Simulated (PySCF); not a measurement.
Compound: perfluorobutane, C4F10.
SMILES with atom numbers: `[F:1][C:2]([F:3])([F:4])[C:5]([F:6])([F:7])[C:8]([F:9])([F:10])[C:11]([F:12])([F:13])[F:14]`

Geometry (PBE0-D3(BJ)/def2-SVP, Å), atoms numbered from 1 in this order:
```xyz
14
C4F10 angstrom
F      2.4469    1.2532   -1.0432
C      1.4264    0.9384   -0.2636
F      0.6594    2.0089   -0.1122
F      1.8848    0.5608    0.9189
C      0.6245   -0.2037   -0.9304
F      0.0397    0.2918   -2.0246
F      1.4994   -1.1497   -1.2890
C     -0.4553   -0.9180   -0.0740
F      0.1515   -1.5754    0.9178
F     -1.0502   -1.7989   -0.8867
C     -1.5642   -0.0411    0.5517
F     -1.0632    0.7007    1.5297
F     -2.4982   -0.8319    1.0529
F     -2.1081    0.7492   -0.3600
```

The closed-shell ground state was solved at several levels (PySCF, density fitting, gas phase, non-relativistic).

```csv
level,basis functions,total energy (Eh),HOMO (eV),LUMO (eV),gap (eV),dipole (D)
PBE0/pcSseg-1,238,-1149.6629,-10.76,0.77,11.53,0.23
B3LYP/pcJ-1,378,-1150.8400,-10.53,0.52,11.05,0.23
```

(1) What might B3LYP/def2-SVPD (310 basis functions) give for the same quantities?

(2) Over all these levels, which gives the widest orbital gap and which the narrowest?

(3) How far do the dipole and the HOMO energy spread over the levels?

## Answers

(1) Total energy -1150.0338 Eh, HOMO -10.72 eV, LUMO -0.01 eV, gap 10.71 eV, dipole 0.25 D.

(2) PBE0/pcSseg-1 (global hybrid, 25 % exact exchange) has the widest, 11.53 eV, and B3LYP/def2-SVPD (global hybrid, 20 % exact exchange) the narrowest, 10.71 eV. Functional and basis both differ between the two, so the spread mixes both effects.

(3) The dipole runs from 0.23 to 0.25 D (mean 0.24 D) and the HOMO from -10.76 to -10.53 eV.

One conformer stands for the species.
